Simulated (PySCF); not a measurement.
C₃H₁₀AlAs.
Structure used (PBE0-D3(BJ)/def2-SVP), in Å, numbered top down from 1:
```xyz
15
C3H10AlAs angstrom
C     -1.0354    0.6110   -1.6134
C     -0.9696    0.1825   -0.3409
C     -1.4999    1.0312    0.7820
Al    -0.1429   -1.5869   -0.0061
As     2.2209   -0.5039    0.4845
H     -0.6649    0.0080   -2.4512
H     -1.4744    1.5840   -1.8824
H     -0.7229    1.2374    1.5391
H     -1.8942    2.0002    0.4309
H     -2.3080    0.5109    1.3236
H      0.2790   -2.4485   -1.2867
H     -0.3726   -2.3024    1.4084
H      2.8697    0.2078   -0.6786
H      2.2418    0.6561    1.4527
H      3.4579   -1.2049    1.0034
```

All values: B3LYP/def2-SVPD (PySCF, non-relativistic), on one gas-phase PBE0-D3(BJ)/def2-SVP geometry that isn't relaxed in the solvent. The solvent is an IEF-PCM continuum (van der Waals radii × 1.2), and excitations are vertical TDDFT with non-equilibrium linear response and a frozen core. Specific hydrogen bonds and non-electrostatic terms are outside this model. Spin–orbit coupling is left out although an atom past zinc is present.

Gas-phase singlets (H = HOMO, L = LUMO):

```json
{"state": "S1", "E (eV)": "5.421", "λ (nm)": "229", "f": "0.002", "leading configurations": "H-1→L 72%, H→L 10%"}
{"state": "S2", "E (eV)": "5.516", "λ (nm)": "225", "f": "0.018", "leading configurations": "H→L+1 52%, H→L 34%, H-1→L 12%"}
{"state": "S3", "E (eV)": "5.683", "λ (nm)": "218", "f": "0.025", "leading configurations": "H→L+2 58%, H→L+1 21%, H→L 17%"}
{"state": "S4", "E (eV)": "5.746", "λ (nm)": "216", "f": "0.029", "leading configurations": "H-1→L+1 30%, H→L+2 28%, H→L 16%"}
{"state": "S5", "E (eV)": "5.809", "λ (nm)": "213", "f": "0.104", "leading configurations": "H-1→L+1 58%, H→L 15%, H→L+2 11%"}
```

Task: Give the list for chloroform (ε = 4.711), n² = 2.09.

Result: 
```
state  E (eV)  λ (nm)      f  leading configurations  change by rank (eV)
   S1   5.534     224  0.017               H-1→L 92%               +0.113
   S2   5.769     215  0.086      H→L 59%, H→L+1 38%               +0.253
   S3   5.996     207  0.205      H→L+1 48%, H→L 32%               +0.313
   S4   6.102     203  0.007  H-1→L+1 80%, H→L+3 10%               +0.356
   S5   6.142     202  0.055               H→L+2 86%               +0.333
```

Task: Give the list for acetonitrile (ε = 35.69), n² = 1.81.

Result: 
```tsv
state	E (eV)	λ (nm)	f	leading configurations	change by rank (eV)
S1	5.563	223	0.018	H-1→L 92%	+0.142
S2	5.832	213	0.087	H→L 61%, H→L+1 36%	+0.316
S3	6.100	203	0.213	H→L+1 49%, H→L 28%	+0.417
S4	6.199	200	0.007	H-1→L+1 76%, H→L+3 14%	+0.453
S5	6.281	197	0.041	H→L+2 83%, H→L+3 8%	+0.472
```

Task: The ground-state energy changes by -0.270 eV from gas to acetonitrile. By how much does the total energy of gas-phase S3 change?

Result: E(S3) = E(S0) + excitation energy, so it changes by -0.270 + 0.598 = +0.328 eV: it isn't lowered at all, while the ground state is. This is the vertical state, with the slow part of the continuum still set for S0.

Task: How do the frontier levels move from gas to acetonitrile?

Result: 
```csv
orbital,gas (eV),solvent (eV),change (eV),"Löwdin shares, gas","Löwdin shares, solvent"
LUMO+2,-0.45,0.16,+0.61,"As5 52 %, H13 18 %, H14 11 %, Al4 6 %","As5 48 %, H13 17 %, Al4 11 %, H14 10 %"
LUMO+1,-0.59,-0.10,+0.49,"As5 42 %, H14 19 %, Al4 8 %, H13 8 %","As5 35 %, H14 15 %, Al4 15 %, H13 8 %"
LUMO,-0.75,-0.49,+0.26,"As5 22 %, H15 17 %, Al4 16 %, C1 13 %","C1 22 %, Al4 19 %, C2 19 %, As5 12 %"
HOMO,-6.89,-6.87,+0.02,"C1 37 %, C2 33 %, C3 8 %","C1 37 %, C2 32 %, C3 8 %, As5 6 %"
HOMO-1,-7.17,-7.18,-0.01,"C2 36 %, Al4 20 %, C1 11 %, C3 9 %","C2 37 %, Al4 19 %, C1 11 %, C3 10 %"
HOMO-2,-7.63,-7.88,-0.25,"Al4 37 %, H11 30 %, H12 25 %","Al4 36 %, H11 30 %, H12 26 %"
HOMO-3,-8.48,-8.21,+0.27,"As5 34 %, Al4 21 %, H12 11 %, H11 9 %","As5 38 %, Al4 19 %, H12 9 %, H11 8 %"
```

The HOMO–LUMO gap goes from 6.15 to 6.39 eV. Rows go by rank; for LUMO and LUMO+1 the atom shares or the degeneracy differ between the runs, so the row needn't follow one orbital.
